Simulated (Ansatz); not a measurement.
```yaml
crystal:
  periodic: [false, false, false]
  atoms:
    - {symbol: Sb, position_ang: [0.846193, 1.488031, 0.879620]}
    - {symbol: H, position_ang: [2.377682, 1.587798, -0.273079]}
    - {symbol: H, position_ang: [-0.009846, 2.867685, -0.144050]}
    - {symbol: C, position_ang: [-0.174802, -0.290479, -0.371406]}
    - {symbol: C, position_ang: [-0.774502, -1.472550, 0.305124]}
    - {symbol: H, position_ang: [-0.194319, -0.208560, -1.586019]}
    - {symbol: H, position_ang: [-0.777342, -1.595793, 1.516182]}
    - {symbol: H, position_ang: [-1.293063, -2.376110, -0.326372]}
basis:
  gaussian: {orbitals: def2-SVPD}
total_charge: 1
magnetization: {spin_polarized: true, initial_magnetization: 1}
hamiltonian: {xc: {name: BLYP}, dispersion: d3bj}
scf: {omitted_lower_state_checks: [starts]}
```

```sh
$ ansatz run in.yaml --threads 4 --pin off --events-out ev --progress --plain --max-ram 3916MiB
```

It prints (some lines left out):

```
Functional definition: BLYP
  name "BLYP"
  cite "Becke, Phys. Rev. A 38, 3098 (1988) doi:10.1103/PhysRevA.38.3098"
  cite "Lee, Yang & Parr, Phys. Rev. B 37, 785 (1988) doi:10.1103/PhysRevB.37.785"
  parameter beta = 0.0042
  parameter a = 0.04918
  parameter b = 0.132
  parameter c = 0.2533
  parameter d = 0.349
  exchange = b88_x(beta = beta)
  correlation = lyp_c(a = a, b = b, c = c, d = d)
these checks for a lower state are left out or cut short: starts
1022 factors; their error is unknown
mean field evaluation 1: about -8632.4768 eV, gradient 7.3e1 eV
mean field evaluation 2: about -8069.4038 eV, gradient 1.9e2 eV
mean field evaluation 4: about -8673.2214 eV, gradient 2.1e1 eV
mean field evaluation 8: about -8676.1976 eV, gradient 9.1e0 eV
mean field evaluation 16: about -8677.0467 eV, gradient 7.5e-1 eV
mean field -8677.14501920 eV, -318.8791978755 hartree, gradient 2.1e-5 eV, S^2 0.755688; 0 other end points of the search recorded, 0 dependent functions left out
reference -8677.14536990 eV, -318.8792107635 hartree; 20, 19 occupied and 92, 93 virtual orbitals, 1022 factors
Total energy: -8677.47425694 eV, -318.8912971394 hartree
Checks for a lower state left out: starts
```

It took 6 s on 4 threads of Intel Xeon on a shared host.

In the def2 sets Sb takes a core potential; there is no spin–orbit coupling.
